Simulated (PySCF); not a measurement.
**Ionisation energy of Tl⁷⁸⁺ by level of theory**

Tl⁷⁸⁺ [He] 2s1 (2S) → Tl⁷⁹⁺ 1s2 (1S), as a difference of total energies. All numbers are calculated (PySCF 2.14, scalar relativity by spin-free X2C-1e, in an even-tempered Gaussian basis (18 s from 62 bohr⁻², ratio 2.2; 8 p from 93 bohr⁻², ratio 2.4; 5 d from 280 bohr⁻², ratio 2.4; 5 f from 420 bohr⁻², ratio 2.4; 4 g from 630 bohr⁻², ratio 2.4)). Correlated levels: nothing frozen; virtual orbitals above 40 to 60 times the deepest correlated orbital energy dropped. The calculations carry no spin-orbit coupling.

```json
{"method": "UHF", "ionisation energy (eV)": "24270.7"}
{"method": "LDA", "ionisation energy (eV)": "24255.4"}
{"method": "PBE", "ionisation energy (eV)": "24280.2"}
{"method": "PBE0", "ionisation energy (eV)": "24277.9"}
{"method": "r2SCAN", "ionisation energy (eV)": "24266.6"}
{"method": "B2PLYP", "ionisation energy (eV)": "24275.6"}
{"method": "M06-2X", "ionisation energy (eV)": "24281.8"}
{"method": "MP2 (all electrons)", "ionisation energy (eV)": "24270.9"}
{"method": "SCS-MP2 (all electrons)", "ionisation energy (eV)": "24270.9"}
```

For this ion Breit and QED terms and the two-electron picture change, all absent here, outweigh the differences among the correlated methods.

For comparison: 24234.1 ± 0.4 eV (theoretical estimate listed by NIST; NIST Atomic Spectra Database, ionization energies).
